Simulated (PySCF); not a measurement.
Al(F)(Cl)(NH2) (AlClFH2N), SMILES [Al]([NH2])([Cl])[F].

Geometry: B3LYP-D3(BJ)/def2-SVP. One conformer was computed; it need not be the lowest.

All values below come from C-PCM-M06-2X/def2-SVP (PySCF).

The values are the electrostatic part of the solvation free energy, E(continuum) − E(gas) at the gas-phase geometry, in a cavity of scaled van der Waals radii (PySCF's table); cavitation and dispersion terms are not included. A continuum can't describe solvent molecules that bind to the metal. In vacuum the orbital gap is 9.45 eV. The dipole moment in vacuum is 2.75 D.

Computed values in water (ε = 78.36), dimethylsulfoxide (ε = 46.83), N,N-dimethylformamide (ε = 37.22):
```json
[
 {"solvent": "water", "ε": "78.36", "ΔG(elec) (kcal/mol)": "-7.1", "dipole (D)": "3.20", "gap (eV)": "9.34"},
 {"solvent": "dimethylsulfoxide", "ε": "46.83", "ΔG(elec) (kcal/mol)": "-7.0", "dipole (D)": "3.20", "gap (eV)": "9.34"},
 {"solvent": "N,N-dimethylformamide", "ε": "37.22", "ΔG(elec) (kcal/mol)": "-7.0", "dipole (D)": "3.19", "gap (eV)": "9.34"}
]
```
